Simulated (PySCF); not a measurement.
ICl and its ions

PBE0; I cc-pVDZ-PP with ECP28, Cl cc-pV(D+d)Z; scalar-relativistic core potentials (PySCF 2.14). Neutral (UKS): singlet (closed shell), Re = 2.349 Å, ωe = 385 cm⁻¹, De = 2.18 eV, HOMO -7.83 eV, LUMO -3.69 eV.

ICl⁺ (UKS): doublet (π ↑), Re = 2.260 Å, ωe = 440 cm⁻¹, De = 2.46 eV to I⁺ + Cl. The energies at the minima are -755.75867 hartree for ICl and -755.38160 for ICl⁺.

(1) Work out the adiabatic ionisation energy, without and with harmonic zero-point energies (1 hartree = 27.2114 eV, 1 eV = 8065.5 cm⁻¹), and the change of the bond length.

Spin–orbit coupling is left out, which matters for elements this heavy, above all for dissociation energies. For an ion De counts to the pair picked by the measured ionisation energies or electron affinities, which need not be the lowest pair at this level. States were picked by a PBE0 search and need not be the measured ground states.

## Answers

(1) At PBE0: 0.37707 hartree = 10.261 eV between the minima; the zero-point term (440.0 − 385.0)/2 cm⁻¹ = +0.003 eV makes it 10.264 eV. Re changes by -8.9 pm against the neutral. Minus the HOMO energy is 7.83 eV, -2.43 eV from the value between the minima; self-interaction puts the Kohn–Sham level too high, less so with exact exchange. The electron leaves a π orbital, and the shorter bond of the ion fits an antibonding orbital, or a change in how ionic the bond is.
